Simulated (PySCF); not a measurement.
## C₆ coefficients of unlike pairs at PBE0

Calculated with PySCF 2.14 from the dipole response of each species, C₆(A,B) = (3/π) ∫ α_A(iu) α_B(iu) du, in atomic units, from isotropic polarisabilities. For ions this is the dispersion term alone; charge-induced terms of lower order in 1/R come first.

| species | configuration | basis | relativity | α (bohr³) | C₆ (like pair) |
| --- | --- | --- | --- | --- | --- |
| Co²⁺ | [Ar] 3d7 (4F) | aug-cc-pwCVTZ (10s9p7d4f3g) | none | 3.333 | 9.511 |
| Cr³⁺ | [Ar] 3d3 (4F) | aug-cc-pwCVTZ (10s9p7d4f3g) | none | 2.096 | 5.317 |
| Si⁺ | [Ne] 3s2 3p1 (2P) | def2-TZVPPD (6s5p4d1f) | none | 19.21 | 101.9 |
| F²⁺ | [He] 2s2 2p3 (4S) | dyall-acv3z (15s9p4d2f) | none | 1.246 | 1.571 |

(1) Estimate C₆ for Si⁺ with Cr³⁺.

No spin-orbit coupling is included.

The other pairs:

```csv
pair,C₆
"F²⁺, Si⁺",10.34
"F²⁺, Co²⁺",3.859
"F²⁺, Cr³⁺",2.883
"Si⁺, Co²⁺",26.28
"Cr³⁺, Co²⁺",7.067
```

## Answers

(1) The integral gives 18.18. The combination rule 2 C_A C_B / (C_A α_B/α_A + C_B α_A/α_B) gives 18.11 and the geometric mean 23.28.
